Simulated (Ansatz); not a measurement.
The same molecule with X = C, Si, Ge, Sn. Ansatz, PBE0-D4/def2-TZVP geometries, multiplicity 1.

Elements past krypton have def2 core potentials. Scalar relativity is left out up to krypton.

```tsv
X	molecule	mean X–Br bond length / Å	mean X–F bond length / Å	LUMO energy (PBE/def2-TZVPP) / eV	LUMO energy (ωB97M-V/def2-TZVPP) / eV	HOMO–LUMO gap (PBE/def2-TZVPP) / eV
Si	`F[Si](F)(Br)Br`	2.174	1.573	-1.65	1.32	6.10
Ge	`[F][Ge]([F])([Br])[Br]`	2.253	1.709	-3.26	-0.28	4.70
Sn	`[F][Sn]([F])([Br])[Br]`	2.421	1.891	-4.25	-1.36	3.85
```

(1) Give the row for X = C, `FC(F)(Br)Br`. (An estimate is asked.)

Answers

(1) The calculation gave: 
| X | molecule | mean X–Br bond length / Å | mean X–F bond length / Å | LUMO energy (PBE/def2-TZVPP) / eV | LUMO energy (ωB97M-V/def2-TZVPP) / eV | HOMO–LUMO gap (PBE/def2-TZVPP) / eV |
| --- | --- | --- | --- | --- | --- | --- |
| C | `FC(F)(Br)Br` | 1.933 | 1.324 | -2.64 | 0.45 | 4.61 |

From C to Sn the mean X–Br bond length rises at each step, by 0.488 Å in all; the mean X–F bond length rises at each step, by 0.567 Å in all; the LUMO energy (PBE/def2-TZVPP) isn't monotonic: highest at Si, lowest at Sn; the LUMO energy (ωB97M-V/def2-TZVPP) isn't monotonic: highest at Si, lowest at Sn; the HOMO–LUMO gap (PBE/def2-TZVPP) isn't monotonic: highest at Si, lowest at Sn. Bonds lengthen as the atom grows down the group.

Spin–orbit coupling is left out; it splits and shifts lone-pair levels of the heavy atoms by tenths of an eV.
